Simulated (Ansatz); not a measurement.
Harmonic frequencies (cm⁻¹) at PBE0-D4/def2-TZVP from Ansatz: 113, 119, 149, 157, 169, 184, 354, 392, 525, 528, 532, 571, 581, 626, 704, 1197, 1408, 1416, 1539, 3020, 3101, 3132, 3555, 3660.

Each molecule was computed in one conformer, which needn't be the lowest.

Which molecule is it?
A. `[CH3][Ta]([OH])([F])=[S]`
B. `[CH3][Ta]([NH2])(=[S])[Cl]`
C. `[CH3][Ta]([OH])([OH])=[S]`
D. `[NH2][Ta]([NH2])([NH2])=[O]`

B.
